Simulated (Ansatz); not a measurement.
A run on Cl₂H₅NSi₂ (`Cl[SiH2]N[SiH2]Cl`) with other settings.

```yaml
crystal:
  periodic: [false, false, false]
  atoms:
    - {symbol: Cl, position_ang: [-2.318700, -1.418130, 1.357156]}
    - {symbol: Si, position_ang: [-1.344973, 0.267495, 0.686118]}
    - {symbol: N, position_ang: [-0.248837, -0.080164, -0.585871]}
    - {symbol: Si, position_ang: [1.453779, -0.251187, -0.475813]}
    - {symbol: Cl, position_ang: [2.448073, 1.443580, -1.091562]}
    - {symbol: H, position_ang: [-2.402049, 1.188305, 0.216501]}
    - {symbol: H, position_ang: [-0.568013, 0.809768, 1.819630]}
    - {symbol: H, position_ang: [-0.652131, -0.197001, -1.505717]}
    - {symbol: H, position_ang: [1.918476, -1.340312, -1.361202]}
    - {symbol: H, position_ang: [1.797574, -0.473655, 0.943660]}
basis:
  gaussian: {orbitals: x2c-TZVPPall, fitting: {mean_field: def2-universal-jkfit}}
hamiltonian: {xc: {name: B3LYP5}}
accuracy: high
```

```sh
$ ansatz run in.yaml --threads 4 --pin off --events-out ev --progress --plain --max-ram 10444MiB
```

Shortened log:

```
Functional definition: B3LYP5
679 factors; integrals over basis functions are off by at most 1.4e0 eV
mean field evaluation 1: about -42476.5402 eV, gradient 6.4e1 eV
mean field evaluation 2: about -42460.4411 eV, gradient 1.0e2 eV
mean field evaluation 4: about -42483.9779 eV, gradient 5.1e0 eV
mean field evaluation 8: about -42484.0288 eV, gradient 6.1e-2 eV
mean field evaluation 16: about -42484.0288 eV, gradient 2.1e-6 eV
mean field -42484.02877940 eV, -1561.2592609341 hartree, gradient 5.7e-8 eV, S^2 0.000000; 0 other end points of the search recorded, 0 dependent functions left out
reference -42484.02882857 eV, -1561.2592627409 hartree; 37, 37 occupied and 232, 232 virtual orbitals, 679 factors
Total energy: -42484.02882857 eV, -1561.2592627409 hartree
Relativity: scalar
```

Run time 6 s (4 threads of an Arm Neoverse V2 on a shared host); peak host memory 0.52 GiB.
